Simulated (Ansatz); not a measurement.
Isolated molecules relaxed with PBE0-D4/def2-TZVP in Ansatz; ΔE leaves out vibrations. CBS: MP2 limit from def2 TZ/QZ plus the TZ coupled-cluster correction, frozen cores. This one scheme is used for every species. Functionals use def2-TZVPP. For V outer-core shells are correlated without core-valence functions, which leaves a few kJ/mol of doubt a bond. Scalar relativity is left out up to krypton. One conformer a species, not always the lowest.

Reaction (ligand exchange at a V–O bond): `[O]=[V]([OH])([F])[F]` + H–F → `[O]=[V]([F])([F])[F]` + H₂O

```tsv
level	ΔE (kJ/mol)
LDA (SPW92)	-12.5
RPA@PBE/def2-TZVPP	-13.3
CCSD(T)/def2-TZVPP	-10.6
MP2/CBS(def2)	-6.3
```

(1) What does CCSD(T)/CBS give? (An estimate is asked.)

Largest T1 diagnostic among the species: 0.032, so the coupled-cluster value is less sure than usual.

Results:

(1) Computed: -8.5 kJ/mol. The listed levels differ from it by -4.0, -4.8, -2.1, 2.2 kJ/mol.

From r2SCAN to r2SCAN0 (25 % exact exchange), in def2-TZVPP and without D4, ΔE moves by +3.5 kJ/mol. At CCSD(T), def2-SVP lies −3.6 kJ/mol from the extrapolated value and def2-TZVPP −2.1 kJ/mol. In def2-TZVPP, CCSD(T) changes the Hartree–Fock value by +9.6 kJ/mol (the triples alone add +2.8 kJ/mol) and MP2 by +11.8 kJ/mol.
